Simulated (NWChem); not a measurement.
System: SrCl2; SMILES [Cl][Sr][Cl]

Input file for NWChem:

```
start job
memory heap 200 mb stack 900 mb global 1100 mb
geometry units angstroms noautoz
  Sr     0.000000     0.000000     0.185545
  Cl     2.515412     0.000000    -0.517228
  Cl    -2.515412     0.000000    -0.517228
end
basis spherical
  * library def2-svp
end
ecp
  Sr library def2-ecp
end
dft
  xc xperdew91 perdew91
  iterations 150
  mulliken
end
task dft energy
```

Coordinates come from a PBE0/def2-SVP optimisation. def2 effective core potentials on Sr; no spin-orbit coupling.

Question: What results follow from this input? (PW91/def2-SVP with def2 effective core potentials on Sr.) Quantities: energy (Ha); highest occupied level (eV); orbital gap (eV); dipole (D).

Answer: 
```
Property                      Result
---------------------------  -------
energy (Ha)                  -950.99
highest occupied level (eV)    -6.53
orbital gap (eV)                3.53
dipole (D)                      4.13
```
